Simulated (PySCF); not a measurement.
**Orbital picture of BeH⁺**

PBE at R = 1.322 Å; Be def2-SVPD, H def2-SVPD; no relativity (PySCF 2.14). State: ¹Σ⁺ (singlet), closed shell. Only the outer orbitals are listed, counted within each symmetry.

```csv
orbital,occ.,ε (eV),on Be (%),main shells (%)
2σ,2,-15.77,69,"53 Be s, 33 H s, 16 Be p"
3σ,0,-11.40,90,"48 Be p, 42 Be s"
1π,0,-9.26,99,99 Be p
1π,0,-9.26,99,99 Be p
```

Task: Which are the highest filled and the lowest empty level, where do they sit, and how wide is the gap?

Result: Highest filled 2σ at -15.77 eV (in %: 53 Be s, 33 H s, 16 Be p); lowest empty 3σ at -11.40 eV (in %: 48 Be p, 42 Be s); the gap at PBE is 4.37 eV.

The bond order (Mayer) is 0.84 and the ⟨S²⟩ is 0.000. The charge on Be (Mulliken, basis-dependent) is 0.61, the charge on Be (Löwdin, basis-dependent) is 1.11 and the dipole moment (positive dipole points towards H; it is taken about the centre of mass and depends on that origin) is -2.88 D. The polarisability along the bond is 14.6 bohr³ and the polarisability across the bond is 12.5 bohr³.
